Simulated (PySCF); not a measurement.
Planning an excited-state job on `C([BH2-]O)(CCF)=C`.

Method: TDDFT PBE0/def2-SVPD, vertical, gas phase, core orbitals frozen in the response (PySCF 2.14.0, density-fitted response routines). Geometry: GFN2-xTB. Work: 8 singlets by full TDDFT, 3 Tamm–Dancoff triplets, polarisability, density fitting. The command runs a driver script over a list of jobs; the input below is this job's line of settings and its coordinates in Å.

Command:
```bash
OMP_NUM_THREADS=1 python probes_run.py task.json out
```

Input:
```
{"job": {"kind": "uv", "xc": "PBE0", "basis": "def2-SVPD", "nstates": 8, "ntriplets": 3}, "charge": -1, "multiplicity": 1}
C      0.565454    -1.448023     1.285058
C      0.369456    -0.658148     0.239065
B      1.532491     0.274146    -0.465115
O      1.306963     1.726224    -0.092352
C     -1.027780    -0.571981    -0.333051
C     -1.545856     0.841885    -0.160545
F     -2.810657     1.001966    -0.734295
H      1.541288    -1.553987     1.735997
H     -0.221020    -2.048214     1.748259
H      2.638796    -0.096917    -0.083754
H      1.447663     0.196824    -1.673454
H      1.439039     1.777606     0.853155
H     -1.716775    -1.281413     0.149750
H     -0.988902    -0.799088    -1.401948
H     -0.870248     1.551477    -0.640675
H     -1.667511     1.096588     0.897742
```

Hardware: one thread, Arm Neoverse N1 (aarch64), shared host with 32 logical CPUs at a one-minute load of 23. PySCF's memory limit was set to 1280 MB.

How large is the basis?

218 functions for 56 electrons, with 743 fitting functions; the fitted three-index integrals, 743 × 218 × 219/2 numbers of 8 bytes, come to 140 MiB.

What wall time should be expected on this hardware?

About 57 s. The SCF took 14 cycles.

How much memory does it need at the peak?

About 0.94 GiB. Peak memory is the resident size of the whole Python process, interpreter and libraries included.

At this speed, how long would 100 such jobs take on 8 cores, one job a core?

100/8 gives 13 rounds of 57 s, about 12 min of wall time and 1.6 core-hours, if the jobs don't slow each other.

The SCF part of the output:
```
coarse grid: 13184 points
cycle   1  E = -356.9237240599  dE =  5.122e-01  |g| = 8.514e-01  |ddm| = 5.433e+00
cycle   2  E = -356.6452455805  dE =  2.785e-01  |g| = 1.448e+00  |ddm| = 4.822e+00
cycle   3  E = -357.0911242750  dE = -4.459e-01  |g| = 1.734e-01  |ddm| = 3.877e+00
cycle   4  E = -357.0970153103  dE = -5.891e-03  |g| = 6.385e-02  |ddm| = 3.498e-01
cycle   5  E = -357.0978078310  dE = -7.925e-04  |g| = 1.751e-02  |ddm| = 1.018e-01
cycle   6  E = -357.0978664861  dE = -5.866e-05  |g| = 5.310e-03  |ddm| = 2.990e-02
cycle   7  E = -357.0978728143  dE = -6.328e-06  |g| = 1.519e-03  |ddm| = 1.278e-02
final grid: 127200 points
cycle   8  E = -357.1554545631  dE = -4.472e-05  |g| = 1.023e-02  |ddm| = 1.582e-01
cycle   9  E = -357.1554255620  dE =  2.900e-05  |g| = 1.555e-02  |ddm| = 3.636e-02
cycle  10  E = -357.1554788053  dE = -5.324e-05  |g| = 1.510e-03  |ddm| = 2.046e-02
cycle  11  E = -357.1554793401  dE = -5.348e-07  |g| = 2.474e-04  |ddm| = 2.514e-03
cycle  12  E = -357.1554793511  dE = -1.094e-08  |g| = 1.488e-04  |ddm| = 6.532e-04
cycle  13  E = -357.1554793563  dE = -5.251e-09  |g| = 3.009e-05  |ddm| = 2.717e-04
cycle  14  E = -357.1554793565  dE = -1.927e-10  |g| = 1.236e-05  |ddm| = 7.797e-05
converged SCF energy = -357.1554793565
```

On the final grid dE counts from the start density on that grid.

Times come from a shared host and carry two figures at best.
